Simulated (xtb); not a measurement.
germylmethylsilane (CH8GeSi), SMILES [SiH3][CH2][GeH3]. All values are semi-empirical tight-binding results from xtb (GFN2-xTB unless named), good for trends rather than for accurate numbers. The structure is a stationary point at GFN2-xTB.

Optimised geometry:

```xyz
11

Si     1.9829     0.6845    -0.0412
C      0.7391    -0.7465    -0.1671
Ge    -1.1235    -0.1707     0.0562
H      3.3337     0.1411    -0.2153
H      1.7079     1.6684    -1.0909
H      1.8724     1.3185     1.2748
H      0.9655    -1.4989     0.5887
H      0.8402    -1.2364    -1.1358
H     -1.5212     0.8461    -0.9661
H     -1.3606     0.4412     1.4003
H     -2.0793    -1.3209    -0.0745
```
Charge 0, spin multiplicity 1.

For metal compounds this method's bond lengths and energies can be far off.

| Property | Result |
|---|---|
| point group as xtb finds it | Cs |
| orbital gap | 5.94 eV |
| zero-point energy | 45.1 kcal/mol |
| G − E(el) at 298.15 K (modified RRHO) | 25.9 kcal/mol |

Give the atomic charges and the Wiberg bond orders between heavy atoms. (The exact figures need the calculation; the answer reports its results.)

charges (e) Si1 0.45, C2 -0.19, Ge3 0.10, H4 -0.10, H5 -0.10, H6 -0.10, H7 0.03, H8 0.03, H9 -0.04, H10 -0.04, H11 -0.03. Bond orders Si1–C2 0.89, C2–Ge3 0.94.
